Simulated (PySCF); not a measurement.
## A small calculation by hand: oscillator strength and radiative lifetime

C₂H₆Se, SMILES C[Se]C.

The structure is a stationary point at PBE-D3(BJ)/def2-SVP.

TDA-ωB97X/def2-SVPD (PySCF 2.14.0) puts the first singlet state with f over 0.02 at 5.88 eV (vertical), with the transition dipole (0.000, 0.540, 0.000) in atomic units.

Find the oscillator strength, the wavelength and the radiative lifetime that this transition would have in vacuum if emission retraced absorption.


|μ|² = 0.2916 au, so |μ| = 1.37 D. ΔE = 5.88/27.211 = 0.2161 hartree. f = (2/3) ΔE |μ|² = 0.042 (the program prints 0.042).
λ = 1239.84/5.88 = 211 nm; ν = 47425 cm⁻¹.
Einstein's coefficient A = 0.6670 ν² f s⁻¹ (ν in cm⁻¹) = 6.3e7 s⁻¹, so τ = 1/A = 16 ns. This state is S2; the lower singlet has f = 0.000. The figure is the radiative limit of this one transition; relaxation, internal conversion, crossing to triplets and a medium change what is measured.
